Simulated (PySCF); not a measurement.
Potential energy surface of Li₂O, singlet: symmetric bend, bond length relaxed. Scanned: Li-O-Li angle. Other coordinates (O-Li bond length) were minimised at B3LYP/def2-TZVP.

Method: CCSD(T) on RHF/cc-pVTZ, 1 core orbital frozen (PySCF).

Scanned values (°): 180, 170, 160, 150, 140, 130, 120, 110, 100, 90, 80.

Describe the profile: where are the wells and the tops?

Lower than their neighbours: 180° (0.0 mEh, end of the scan). Higher than their neighbours: 80° (38.1 mEh, end of the scan). The whole profile spans 38.1 mEh.
